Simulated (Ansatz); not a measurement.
The cluster BeTe₂⁻ was relaxed with PBE-D4 (def2-TZVPD) in Ansatz in these states: charge -1 doublet, charge -1 quartet. The geometries follow in no particular order.

In the def2 sets Te takes a core potential; there is no spin–orbit coupling.

A:

```xyz
3

Be   -0.001   -0.001    0.000
Te    0.853   -1.183   -1.673
Te   -0.852    1.183    1.673
```

B:

```xyz
3

Be    0.219    0.808   -0.761
Te   -1.675    0.062    0.423
Te    1.456   -0.869    0.338
```

Q: Judge from the bond lengths which geometry belongs to which state (an estimate).

A: A is the charge -1 doublet (Be1–Te3 2.219 Å, Be1–Te2 2.219 Å); B is the charge -1 quartet (Be1–Te3 2.355 Å, Be1–Te2 2.355 Å).

At PBE-D4/def2-TZVPD the gap within one spin of the charge -1 doublet nearly closes, so an electron or hole may be smeared out by delocalisation error. At PBE-D4/def2-TZVPD the highest occupied level of the charge -1 quartet lies above zero (up to 0.57 eV). It is a level of α spin, whose loss leaves a triplet; that state wasn't run at this geometry and level. The electron is either unbound and held by the finite basis, or the level is raised by self-interaction error. At PBE0-D4/def2-TZVPD a doublet lies 2.08 eV below the charge -1 quartet. These are the stationary points nearest to one start from a short search; other shapes may lie lower in each state.
